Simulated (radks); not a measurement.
These are the eigenvalues of the occupied orbitals of an atom or ion with whole-number occupations (hartree). All-electron calculation, Dirac Kohn-Sham, LDA (Slater exchange, Perdew-Wang correlation), spin-unpolarised, spherical densities, finite nucleus; Fermi nuclear charge, rms radius of each element as measured or else 0.836 A^(1/3) + 0.57 fm. Program: a radial shooting solver on a logarithmic mesh with Libxc functionals.

| orbital | eigenvalue |
|---|---|
| 1s1/2 | -481.1437 |
| 2s1/2 | -81.36056 |
| 2p1/2 | -75.45862 |
| 2p3/2 | -73.91209 |
| 3s1/2 | -26.38522 |
| 3p1/2 | -24.38629 |
| 3p3/2 | -24.07095 |
| 5f5/2 | -5.87879 |

Which element is it, and in what charge state? The configuration may be excited. Open shells, if any, fill j = l - 1/2 first.

Answer. Z = 34, selenium, charge +16: Se16+ in [Ne] 3s2 3p5 5f1. The list shows which subshells hold electrons but not how many an open one holds; the 1s level, -481.14 hartree, gives Z - s = 31.0 by -(Z - s)^2/2, which with screening and relativity narrows Z to a few neighbours, and the depths of the outer levels then fix element, charge and occupations together.
